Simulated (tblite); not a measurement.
Species: C₃H₇FSi.
SMILES with atom numbers: `[F:1][CH:2]1[CH2:3][SiH2:4][CH2:5]1` (hydrogens: H6 on C2; H7, H8 on C3; H9, H10 on Si4; H11, H12 on C5)

A start from a force field or distance geometry was refined with GFN2-xTB geometry optimisation, gas phase in tblite 0.8.0. Values at the start:

```tsv
coordinate	start
F1–C2	1.373 Å
C2–C3	1.486 Å
C2–H6	1.122 Å
C3–Si4	1.889 Å
C3–H7	1.103 Å
C3–H8	1.099 Å
Si4–C5	1.862 Å
Si4–H9	1.456 Å
Si4–H10	1.433 Å
F1–C2–C3	116.5°
C2–C3–Si4	85.6°
C3–C2–C5	86.9°
C3–Si4–C5	66.7°
F1–C2–C3–Si4	-164°
F1–C2–C5–Si4	165°
C2–C3–Si4–C5	39°
C3–Si4–C5–C2	-39°
```

Problem. How do these coordinates change at the GFN2-xTB level?

Solution. 
```tsv
coordinate	GFN2-xTB (Å or °)	change
Si4–C5	1.913	+0.051
C2–C3	1.534	+0.048
C2–H6	1.094	-0.028
Si4–H10	1.460	+0.027
C3–Si4	1.913	+0.024
C3–H7	1.088	-0.015
C3–H8	1.087	-0.012
F1–C2	1.380	+0.007
Si4–H9	1.462	+0.006
C3–C2–C5	100.4	+13.5
C3–Si4–C5	76.1	+9.4
C2–C3–Si4	90.4	+4.8
F1–C2–C3	112.9	-3.6
F1–C2–C5–Si4	134	-31
F1–C2–C3–Si4	-134	+30
C2–C3–Si4–C5	11	-28
C3–Si4–C5–C2	-11	+28
```

The energy falls by 117.2 kJ/mol over 49 L-BFGS steps, the largest force on an atom goes from 3.74 to 0.007 eV/Å, and the atoms move by 0.545 Å rms after alignment. The bond that changes most is Si4–C5 (SiH2 silicon to sp3 carbon bound to silicon), which lengthens by 0.051 Å. Bonds longer at the end by more than 0.005 Å: 7 of 12; shorter: 5. Among the dihedrals that turn most is H6–C2–C3–H7, from 169° to -138°. Rotational constants go from 9957, 2755, 2470 to 8668, 2800, 2350 MHz.

Its GFN2-xTB frequencies are all real (lowest 81 cm⁻¹). The numbers are those of one conformer.

These are computed values.
